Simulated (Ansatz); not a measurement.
A first, cheap relaxation of `C#[C][GeH2][C]#C`.

```yaml
crystal:
  periodic: [false, false, false]
  atoms:
    - {symbol: C, position_ang: [1.345800, -0.011000, 2.321100]}
    - {symbol: C, position_ang: [0.935300, -0.262100, 1.195800]}
    - {symbol: Ge, position_ang: [0.342600, -0.717600, -0.565400]}
    - {symbol: C, position_ang: [-0.972300, 0.429000, -1.075400]}
    - {symbol: C, position_ang: [-1.949200, 1.135300, -1.420000]}
    - {symbol: H, position_ang: [1.611800, 0.307200, 3.285100]}
    - {symbol: H, position_ang: [1.586100, -0.548000, -1.533400]}
    - {symbol: H, position_ang: [-0.070100, -2.174400, -0.574400]}
    - {symbol: H, position_ang: [-2.741700, 1.795400, -1.650500]}
basis:
  gaussian: {orbitals: def2-SVP}
hamiltonian: {xc: pbe, dispersion: d4}
relax: {f_tol: 0.03, max_steps: 200}
```

```sh
$ ansatz run in.yaml --threads 4 --pin off --events-out ev --progress --plain --max-ram 10444MiB
```

Output, abridged:

```
Functional definition: PBE
mean field -60702.62482696 eV, -2230.7803166738 hartree, gradient 1.5e-5 eV, S^2 0.000000; 0 other end points of the search recorded, 0 dependent functions left out
relax step   1: F+E_penalty+E_count = -60702.81169787 eV  Δ(F+E_penalty+E_count) = +0.000e0 eV  max|allowed force component| = 3.486e0 eV/Å  Δτ_max = 0.0000 Å  (27 SCF iters, accepted)
mean field -60702.79683483 eV, -2230.7866378466 hartree, gradient 2.5e-5 eV, S^2 0.000000; 0 other end points of the search recorded, 0 dependent functions left out
relax step   2: F+E_penalty+E_count = -60702.98270202 eV  Δ(F+E_penalty+E_count) = -1.710e-1 eV  max|allowed force component| = 8.040e-1 eV/Å  Δτ_max = 0.0426 Å  (28 SCF iters, accepted)
mean field -60702.83047802 eV, -2230.7878742109 hartree, gradient 1.8e-5 eV, S^2 0.000000; 0 other end points of the search recorded, 0 dependent functions left out
relax step   3: F+E_penalty+E_count = -60703.01524021 eV  Δ(F+E_penalty+E_count) = -3.254e-2 eV  max|allowed force component| = 8.283e-2 eV/Å  Δτ_max = 0.0497 Å  (29 SCF iters, accepted)
mean field -60702.83099128 eV, -2230.7878930728 hartree, gradient 2.4e-5 eV, S^2 0.000000; 0 other end points of the search recorded, 0 dependent functions left out
relax step   4: F+E_penalty+E_count = -60703.01592059 eV  Δ(F+E_penalty+E_count) = -6.804e-4 eV  max|allowed force component| = 1.020e-2 eV/Å  Δτ_max = 0.0149 Å  (29 SCF iters, accepted)
mean field -60702.83099128 eV, -2230.7878930728 hartree, gradient 2.4e-5 eV, S^2 0.000000; 1 other end points of the search recorded, 0 dependent functions left out
Total energy: -60703.01595817 eV, -2230.7946904806 hartree
Atom 0 at     1.335176     0.017361     2.335241 Å, force     0.001128    -0.000208     0.001252 eV/Å
Atom 1 at     0.963219    -0.267150     1.200915 Å, force    -0.004342     0.001526    -0.003759 eV/Å
Atom 2 at     0.399551    -0.724743    -0.561978 Å, force     0.005791    -0.010198    -0.007192 eV/Å
Atom 3 at    -1.032547     0.423614    -1.076971 Å, force     0.002580    -0.000586     0.005263 eV/Å
Atom 4 at    -1.956163     1.155834    -1.418731 Å, force     0.000067     0.000884    -0.001566 eV/Å
Atom 5 at     1.661205     0.270499     3.335905 Å, force     0.000111     0.000413     0.000688 eV/Å
Atom 6 at     1.582132    -0.535200    -1.539489 Å, force    -0.003800     0.004024     0.002846 eV/Å
Atom 7 at    -0.093800    -2.189779    -0.574377 Å, force    -0.001222     0.004021     0.002669 eV/Å
Atom 8 at    -2.770472     1.803364    -1.717615 Å, force    -0.000313     0.000123    -0.000199 eV/Å
Dipole moment:    -0.014858     0.026927     0.021182 e Å
```

Run time 4.4 s (4 threads of an Arm Neoverse V1 on a shared host); peak host memory 0.15 GiB.
